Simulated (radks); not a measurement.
Values are calculated unless marked as measured or tabulated.
Q: Isoelectronic series with 2 electrons, each ion in its NIST ground configuration. Level of theory: scalar-relativistic Kohn-Sham, SCAN, spin-polarised, spherical densities, finite nucleus; meta-GGA in the generalised Kohn-Sham scheme; Fermi nuclear charge, rms radius of each element as measured or else 0.836 A^(1/3) + 0.57 fm (a radial shooting solver on a logarithmic mesh with Libxc functionals). Total energies (hartree) and orbital eigenvalues (eV):

| ion | configuration | E (hartree) | 1s |
|---|---|---|---|
| He | [He] | -2.90510 | -16.5375 |
| B3+ | [He] | -22.04023 | -234.4063 |
| O6+ | [He] | -59.20850 | -697.6040 |
| Cl15+ | [He] | -279.60316 | -3567.872 |
| Ca18+ | [He] | -389.72698 | -5022.953 |
| Fe24+ | [He] | -665.91249 | -8693.222 |
| Cu27+ | [He] | -832.39644 | -10914.05 |
| Br33+ | [He] | -1223.45098 | -16144.55 |
| Sr36+ | [He] | -1448.65239 | -19162.69 |
| Nb39+ | [He] | -1694.12211 | -22455.93 |
| Ru42+ | [He] | -1960.27792 | -26029.90 |
| Ag45+ | [He] | -2247.59078 | -29890.91 |
| Sn48+ | [He] | -2556.57634 | -34045.90 |
| Ba54+ | [He] | -3241.9426 | -43269.78 |
| Pr57+ | [He] | -3619.6800 | -48356.91 |
| Sm60+ | [He] | -4021.7853 | -53774.28 |
| Tb63+ | [He] | -4449.2046 | -59534.60 |
| Er66+ | [He] | -4902.8086 | -65649.59 |

Estimate the row of I51+ ([He]).

A: E (hartree) -2887.81323; 1s -38502.64.
